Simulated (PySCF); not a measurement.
# A small calculation by hand: chemical shift, span and skew from a shielding tensor

oxasilolan-5-one (C3H6O2Si), SMILES O=C1CC[SiH2]O1. Atoms are numbered in the order given.

```xyz
12

O     -2.1132     1.0311    -0.1338
C     -1.0676     0.4524    -0.0970
C     -0.8948    -1.0661     0.0579
C      0.5370    -1.4208     0.5086
Si     1.5076     0.0969    -0.0674
O      0.1301     1.0946    -0.2311
H     -1.1131    -1.4961    -0.9351
H     -1.6805    -1.4336     0.7333
H      0.5954    -1.4930     1.6069
H      0.8878    -2.3788     0.0993
H      2.1832    -0.0466    -1.3842
H      2.4368     0.6922     0.9249
```
Charge 0, spin multiplicity 1.

Geometry: B3LYP-D3(BJ)/def2-SVP. Other conformers were not sampled.

GIAO shieldings from PBE/pcSseg-1 (PySCF), non-relativistic, no solvent. The symmetric part of the tensor of C2 has the principal values -85.9, 36.6, 68.5 ppm. The same nucleus in TMS has σ = 182.0 ppm at this level (PySCF, at its B3LYP-D3(BJ)/def2-TZVP geometry).

### Question
Work out the isotropic shielding, the ¹³C shift against TMS, the span and the skew.

### Answer

σ(iso) = (σ11 + σ22 + σ33)/3 = 6.4 ppm. δ = σ(ref) − σ(iso) = 182.0 − (6.4) = 175.6 ppm.
Span Ω = σ33 − σ11 = 154.4 ppm. Skew κ = 3(σ(iso) − σ22)/Ω = -0.59. Tumbling in solution averages the tensor to δ; in a static solid the shielding alone would spread this spin-1/2 line over Ω.
